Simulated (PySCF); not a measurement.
# One molecule, a ladder of functionals, a line

Molecule: `N#C[SiH2][SiH2]N`, CH6N2Si2.

Structure with atom numbers: `[N:1]#[C:2][SiH2:3][SiH2:4][NH2:5]` (H(Xn): hydrogen on atom n).

GIAO shieldings (ppm, equivalent atoms averaged) in PySCF on the PBE0-D3(BJ)/def2-SVP geometry, basis pcSseg-2, gas phase, non-relativistic:

| functional | exact exchange (%) | σ(N1) | σ(Si4) |
| --- | --- | --- | --- |
| BLYP | 0 | -109.5 | 370.9 |
| BP86 | 0 | -107.9 | 380.9 |
| PBE | 0 | -109.2 | 382.6 |
| PBE0 | 25 | -111.8 | 398.3 |
| mPW1PW91 | 25 | -112.8 | 396.7 |
| BHandHLYP | 50 | -115.0 | 402.7 |
| HF | 100 | -117.5 | 437.7 |

Problem. Fit each shielding as a line in the percentage of exact exchange.

Solution. σ(N1) = -109.4 − 0.09 x (rms 0.9 ppm); σ(Si4) = 379.2 + 0.58 x (rms 4.5 ppm). The functionals also differ in their semilocal parts, which the line can't hold; Hartree–Fock has no correlation at all.

Problem. What does the line predict for B3LYP (20 %), and what does the run give?

Solution. σ(N1): -111.2 predicted, -112.2 computed; σ(Si4): 390.8 predicted, 383.8 computed ppm.
